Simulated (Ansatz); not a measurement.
C2H5BS can be A, `BC(=C)S`, or B, `CBC=S`.

Isolated molecules relaxed with PBE0-D4/def2-TZVP in Ansatz; ΔE leaves out vibrations. CCSD(T)/CBS adds triple-zeta CCSD(T) − MP2 to the extrapolated MP2 energy (def2 sets, frozen cores). Functionals use def2-TZVPP. One conformer a species, not always the lowest.

Problem. Which isomer does CCSD(T)/CBS put lower? Give the gap. (Estimate.)

Solution. The calculation gave: B, by 7.0 kcal/mol.

Problem. Give E(B) − E(A) in kcal/mol with ωB97M-V, PBE0-D4, CCSD(T)/def2-SVP, BLYP-D4, CCSD(T)/def2-TZVPP, CCSD/def2-TZVPP, LDA (SPW92). (Best estimate.)

Solution. The calculation gave: ωB97M-V -7.2, PBE0-D4 -8.0, CCSD(T)/def2-SVP -9.0, BLYP-D4 -7.5, CCSD(T)/def2-TZVPP -7.4, CCSD/def2-TZVPP -6.3, LDA (SPW92) -10.3. None reverses the order clearly.

Problem. Does the order hold for the free energy at 298.15 K (harmonic terms from PBE0-D4)? (Best estimate.)

Solution. Computed: Yes: G(B) − G(A) = -5.9 kcal/mol, for one conformer each.

Largest T1 diagnostic: 0.019.

From PBE to PBE0 (25 % exact exchange), in def2-TZVPP and without D4, E(B) − E(A) moves by +1.6 kcal/mol. In def2-TZVPP, CCSD(T) changes the Hartree–Fock value by −5.8 kcal/mol (the triples alone add −1.1 kcal/mol) and MP2 by −6.1 kcal/mol.
